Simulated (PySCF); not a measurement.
Be: excitation energy

Be [He] 2s2 (1S) → Be [He] 2p2 (3P), as a difference of total energies. Computed with PySCF 2.14 in aug-cc-pVQZ (6s5p4d3f2g, 80 functions), with the non-relativistic Hamiltonian (point nucleus). Correlated levels: valence: 1s2 frozen. The calculations carry no spin-orbit coupling.

```json
{"method": "UHF", "excitation energy (cm⁻¹)": "51941", "error (cm⁻¹)": "-7755"}
{"method": "LDA", "excitation energy (cm⁻¹)": "48051", "error (cm⁻¹)": "-11645"}
{"method": "PBE", "excitation energy (cm⁻¹)": "47833", "error (cm⁻¹)": "-11863"}
{"method": "PBE0", "excitation energy (cm⁻¹)": "50149", "error (cm⁻¹)": "-9547"}
{"method": "r2SCAN", "excitation energy (cm⁻¹)": "48766", "error (cm⁻¹)": "-10930"}
{"method": "BLYP", "excitation energy (cm⁻¹)": "48971", "error (cm⁻¹)": "-10725"}
{"method": "CAM-B3LYP", "excitation energy (cm⁻¹)": "53137", "error (cm⁻¹)": "-6559"}
{"method": "BHandHLYP", "excitation energy (cm⁻¹)": "53956", "error (cm⁻¹)": "-5740"}
{"method": "MP2 (valence)", "excitation energy (cm⁻¹)": "57042", "error (cm⁻¹)": "-2654"}
{"method": "SCS-MP2 (valence)", "excitation energy (cm⁻¹)": "59261", "error (cm⁻¹)": "-435"}
```

Reference: 59696 cm⁻¹ (measured; NIST levels, between the centres of gravity of the two terms).

Errors of the correlated levels include the incompleteness of this basis and the frozen core.
